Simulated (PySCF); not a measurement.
**Dipole moment and polarisability of `FC[C@H]1C=NCC1`**

Compound: C5H8FN.
Geometry (GFN2-xTB, Å), atoms numbered from 1 in this order:
```xyz
15
C5H8FN angstrom
F      2.4103   -1.1984    0.2146
C      1.7715   -0.0046   -0.0199
C      0.3973    0.0014    0.6441
C     -0.2770    1.3387    0.4418
N     -1.3276    1.3346   -0.2449
C     -1.6447   -0.0037   -0.6746
C     -0.6071   -0.9529   -0.0258
H      1.6898    0.1031   -1.1067
H      2.4169    0.7817    0.3862
H      0.5322   -0.2126    1.7083
H      0.1202    2.2547    0.8487
H     -1.6119   -0.0220   -1.7669
H     -2.6690   -0.2294   -0.3727
H     -0.1224   -1.5861   -0.7662
H     -1.0829   -1.5965    0.7119
```

Level: PBE0/def2-SVPD (PySCF), static field, nuclei fixed, core orbitals frozen in the response. The polarisability tensor in these axes (au):

```
x   71.36 -0.10  7.57
y   -0.10 62.57  1.75
z    7.57  1.75 56.62
```

Diagonalise the tensor; give its mean and Δα, where Δα² is half the sum of the squared differences of the eigenvalues.

Principal values 53.14, 62.83 and 74.58 au; mean 63.51 au = 9.41 Å³ = 10.47 × 10⁻⁴⁰ C²·m²/J; Δα = 18.60 au (29 % of the mean).

What is the dipole moment, and where does it point?

(0.16, -0.10, 0.33) D, 0.38 D in size, pointing from the negative to the positive side. Measured along this direction, the outermost atoms are H12 at the negative end and H10 at the positive end.

What molar refraction does this α imply?

Lorentz–Lorenz: R = (4π/3)N_A α = 2.5225 cm³/(mol·Å³) × 9.41 Å³ = 23.7 cm³/mol, in the limit of long wavelengths.

What would n − 1 = 2πNα be for an ideal gas of these molecules at 500 K and 1 atm, electronic part alone?

N = p/kT = 1.4678 × 10¹⁹ cm⁻³, so n − 1 = 2π × N × 9.41 × 10⁻²⁴ cm³ = 868 × 10⁻⁶ at long wavelengths, for an ideal gas.

In TDDFT the mean static polarisability is Σ f/ω² over all singlet excitations (ω in hartree). How much of it do the 6 lowest give? Their energies (eV) and oscillator strengths: 5.30, 0.0016; 7.11, 0.0066; 7.14, 0.1549; 7.77, 0.0004; 7.85, 0.0045; 7.88, 0.0015.

They add up to 2.46 au, 3.9 % of the 63.51 au; the largest single term is 2.25 au, from the state at 7.14 eV. Terms in order: 0.04, 0.10, 2.25, 0.00, 0.05, 0.02 au. Higher excitations give the rest. The strengths listed sum to 0.170.

What are the principal values of the traceless quadrupole moment, Θ = ½Σq(3rr − r²1), about the centre of nuclear charge?

-16.35, 6.17, 10.18 D·Å. The values depend on the origin, since the dipole doesn't vanish. The electronic extent ⟨r²⟩ about the same centre is 779 bohr², a root-mean-square distance of 2.01 Å for the 54 electrons.

One conformer (not necessarily the lowest) at the GFN2-xTB geometry, without solvent, vibrations or thermal averaging.
